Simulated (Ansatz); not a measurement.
Input:

```yaml
crystal:
  periodic: [false, false, false]
  atoms:
    - { symbol: Ge, position_ang: [0.0, 0.0, 0.0] }
    - { symbol: Cl, position_ang: [0.0, 0.0, 2.57] }
    - { symbol: H, position_ang: [1.4616, 0.0, -0.5162] }
    - { symbol: H, position_ang: [-0.73, 1.2648, -0.5162] }
    - { symbol: H, position_ang: [-0.73, -1.2648, -0.5162] }
    - { symbol: O, position_ang: [-1.9644, 0.0, 0.6527] }
    - { symbol: H, position_ang: [-2.5095, -0.6297, 0.0813] }
    - { symbol: H, position_ang: [-1.4056, 0.0, 1.8227] }
basis:
  gaussian: { orbitals: def2-mTZVP }
hamiltonian:
  xc: pbe
  dispersion: d4
relax:
  f_tol: 0.15
  max_steps: 25
  restrain:
    - { distance: [0, 5], at: 1.77, k: 30.0 }
    - { distance: [7, 1], at: 1.37, k: 30.0 }
    - { distance: [0, 1], at: 3.42, k: 30.0 }
    - { distance: [7, 5], at: 2.21, k: 30.0 }
output:
  orbitals: {}
```

Command:

```bash
$ ansatz run input.yaml --threads 2 --pin off --max-ram 3072MiB --backend cpu --events-out ev --progress --plain --runs-dir out
```

Hardware: 2 threads of Intel(R) Xeon(R) Processor @ 2.50GHz (Skylake/Cascade Lake) (shared host).

Q: Roughly how long does this run take, and how much memory?

A: 90 s, with a peak of 0.14 GiB, for 16 ionic steps.
